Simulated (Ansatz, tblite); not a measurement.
Dissociation curve of NBe (cation, charge +1), lowest triplet found (which spin is the ground state isn't settled by this scan).

Levels: UKS-PBE = unrestricted PBE/aug-cc-pVDZ (Ansatz, a program for electronic structure); GFN2-xTB, 300 K electronic temperature (tblite); ROCCSDT(Q) = CCSDT(Q)/B on ROHF/aug-cc-pVDZ, frozen core (Ansatz).

Energies are in kJ/mol, each relative to the lowest point of its own curve between 1.38 and 1.97 Å, where full CI is lowest.

```csv
R / Å,UKS-PBE,GFN2-xTB,ROCCSDT(Q)
1.29,158.3,51.2,172.5
1.38,69.2,7.2,78.9
1.47,22.3,0.0,28.4
1.53,6.9,7.4,10.7
1.58,1.1,(withheld),(withheld)
1.62,0.0,29.2,0.0
1.69,3.6,51.4,0.3
1.75,10.8,72.2,4.4
1.81,20.5,93.9,10.8
1.91,39.8,130.0,24.2
1.97,(withheld),150.9,33.1
2.10,79.6,192.8,52.5
2.27,112.5,238.1,76.1
2.45,141.1,(withheld),97.1
2.70,170.0,319.9,—
2.96,189.8,(withheld),—
3.29,205.5,(withheld),—
3.69,216.0,—,—
4.15,221.6,—,—
4.79,223.8,—,—
5.71,222.3,—,—
```

### Question
Complete the blanks.

### Answer

- 1.58, GFN2-xTB: 18.3
- 1.58, ROCCSDT(Q): 2.9
- 1.97, UKS-PBE: 52.3
- 2.45, GFN2-xTB: 275.7
- 2.96, GFN2-xTB: 360.1
- 3.29, GFN2-xTB: 403.1

A dash means that the run gave no value there, or that the column was ended at a point which the program doubted or which failed a test of continuity chosen for this set; such a test can also cut sound points.

The scan ran from 1.21 to 5.71 Å; beyond the distances shown full CI changes its symmetry label. The unrestricted determinant behind UKS-PBE is spin-contaminated at 1.91 to 5.71 Å (<S²> up to 2.9, against 2.00 for a pure triplet). The T1 diagnostic of CCSD on the restricted reference of ROCCSDT(Q) exceeds 0.045 at 1.62 to 2.96 Å.
